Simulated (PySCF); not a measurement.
C$_{4}$H$_{8}$AlCl (SMILES C=[CH][Al]([Cl])[CH2]C), singlet, at a GFN2-xTB geometry (such geometries of metal compounds can be far from the true shape). Base run: M062X/6-31G (PySCF).

The PySCF input:
```python
from pyscf import gto, scf, dft, solvent

mol = gto.Mole()
mol.atom = '''
    Al   -0.11428542    0.08513315    0.27909370
    Cl   -0.68336155    0.71103785    2.12854075
    C     1.78768309    0.43829647   -0.26402995
    C     2.22422041   -0.03655843   -1.65577533
    H     2.45461118   -0.01204273    0.48882610
    H     1.98023501    1.52024474   -0.18265569
    H     1.62672947    0.44034894   -2.43022886
    H     2.10204741   -1.11372389   -1.75102786
    H     3.27211112    0.20309809   -1.84104769
    C    -1.51000871   -0.81775514   -0.80606096
    C    -1.37184977   -1.29847080   -2.04048774
    H    -2.49750428   -0.93328713   -0.34472123
    H    -2.17841131   -1.78137917   -2.57884567
    H    -0.43723171   -1.23070561   -2.57558583
'''
mol.basis = '6-31g'
mol.verbose = 4
mol.build()

mf = dft.RKS(mol)
mf.xc = 'm062x'
mf.kernel()
mf.analyze()
```

Variants of this job, named by their change:

```tsv
change	ΔE vs base (kcal/mol)	dipole (D)	HOMO-LUMO gap (eV)
base	0.000	2.86	8.01
model = IEF-PCM; solvent = water; r_probe = 0.5	-2.25	3.29	8.07
model = IEF-PCM; solvent = water; vdw_scale = 1.4	-2.98	3.35	8.08
model = IEF-PCM; solvent = methanol	-5.68	3.44	8.14
model = IEF-PCM; solvent = water; lebedev_order = 41	-5.88	3.45	8.15
model = IEF-PCM; solvent = water	-5.86	3.45	8.15
model = IEF-PCM; solvent = water; vdw_scale = 1.0	-13.52	3.49	8.28
model = ddCOSMO; solvent = water	-3.90	3.43	8.10
model = COSMO; solvent = water	-5.86	3.45	8.15
model = IEF-PCM; solvent = acetonitrile	-5.71	3.44	8.14
model = C-PCM; solvent = water	-5.90	3.46	8.15
model = IEF-PCM; solvent = dichloromethane	-4.94	3.37	8.12
```

The base is the gas phase, so ΔE is the electrostatic part of solvation at a fixed geometry, without cavity and dispersion terms.
